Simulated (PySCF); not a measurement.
**BF₃ + 3 H₂O → B(OH)₃ + 3 HF**

Level: B3LYP in the def2-TZVP basis family, all electrons, no relativity, computed in PySCF with density fitting; open shells unrestricted.

```csv
species,state and structure,E (Eh),ZPE (kJ/mol),H(298 K) − H(0) (kJ/mol),S° (J/(mol K))
BF₃,"singlet, D3h, B–F 1.316 Å (×3)",-324.71421,32.4,11.7,254.8
H₂O,"singlet, C2v, O–H 0.963 Å (×2); H–O–H 105.2°",-76.46303,55.6,9.9,188.8
B(OH)₃,"singlet, C3h, B–O 1.370 Å (×3), O–H 0.962 Å (×3); B–O–H 112.8° (×3), O–B–O 120.0° (×3)",-252.61325,127.9,14.0,270.5
HF,"singlet, C∞v, H–F 0.924 Å",-100.49049,24.4,8.7,173.7
```

Problem. What is the electronic reaction energy?

Solution. At B3LYP/def2-TZVP, ΔE = 48.8 kJ/mol from the differences of the total energies times 2625.5, uphill. 

Problem. Add zero-point, thermal and entropy terms for 298.15 K and 1 bar.

Solution. ΔZPE = 1.9 and Δ[H(298) − H(0)] = -1.3 kJ/mol give ΔH° = 49.4 kJ/mol. ΔS° = -29.6 J/(mol K), so ΔG° = 49.4 − 298.15 × (-0.0296) = 58 kJ/mol and log₁₀K = -10.2.

The structures come from searches over a few start shapes, so lower isomers are not excluded.
